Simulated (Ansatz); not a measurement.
Basis sets compared for Si₄O₉H₂. Charge 0, multiplicity 1. Geometry PBE-D4/def2-SVP. Ansatz on 6 threads of Intel Xeon on a shared host; times are rough, and most runs start from earlier orbitals.

```xyz
15

Si   -0.460   -1.790   -0.976
Si    1.565   -0.069   -0.685
Si   -0.535    1.394   -0.362
Si    0.540    0.073    1.923
O    -0.006   -2.204    0.656
O    -1.176   -2.792   -1.910
O     1.053    1.443   -1.083
O    -0.415   -1.315    1.755
O    -1.496    2.624   -0.821
O    -0.252    1.420    1.284
O    -0.974   -0.150   -0.763
O     1.259   -1.357   -1.579
O     1.920   -0.151    0.914
H     0.916    0.327    3.329
H    -1.941    2.547   -1.684
```

The structure holds one bond between oxygen atoms, so isomers without such links may lie far lower. The structure comes from a short search, and lower isomers may exist.

Binding counts from free atoms (Si triplet, O triplet, H doublet) in the same basis, without a counterpoise term.

| level | functions | energy (Eh) | HOMO (eV) | LUMO (eV) | binding per atom (eV) | wall time |
| --- | --- | --- | --- | --- | --- | --- |
| PBE-D4/def2-SVP | 208 | -1834.4583 | -5.95 | -4.49 | 4.96 | 7.6 s |
| PBE0-D4/def2-SVP | 208 | -1834.5255 | -7.31 | -3.85 | 4.70 | 9.5 s |

Task: Estimate the rows for PBE-D4/def2-TZVP (with forces), PBE0-D4/def2-TZVP.

Result: 
```tsv
level	functions	energy (Eh)	HOMO (eV)	LUMO (eV)	binding per atom (eV)	wall time
PBE-D4/def2-TZVP (with forces)	439	-1835.7548	-6.16	-4.68	5.04	16 s
PBE0-D4/def2-TZVP	439	-1835.8215	-7.47	-3.94	4.82	40 s
```
